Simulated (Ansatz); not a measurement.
Molecule: ReF$_{3}$, net charge 0, quintet state. The spin state was set by rule; other spins were not relaxed. SMILES: [F][Re]([F])[F]
Geometry: optimised at B3LYP-D3(BJ)/def2-TZVP (Ansatz, a program for electronic structure).

Parts of the frozen-core correlation energy in def2-SVP (Ansatz, hartree). Frozen orbitals: 7; correlated occupied orbitals by spin: 16 and 12; virtual: 51 and 55. UHF or UKS for open shells. Spin-orbit coupling is left out. Past Kr the def2 sets carry scalar-relativistic core potentials.

| term | value |
|---|---|
| reference (HF) | -375.68555 |
| MP2 opposite-spin | -0.47705 |
| MP2 same-spin | ___ |
| CCSD correlation | ___ |
| (T) | ___ |
| T1 diagnostic | 0.025 |
| largest doubles amplitude | 0.021 |
| <S^2> of the reference | 6.017 |

### Question
Fill in the missing entries.

### Answer

- MP2 same-spin, value: -0.21307
- CCSD correlation, value: -0.69544
- (T), value: -0.01597
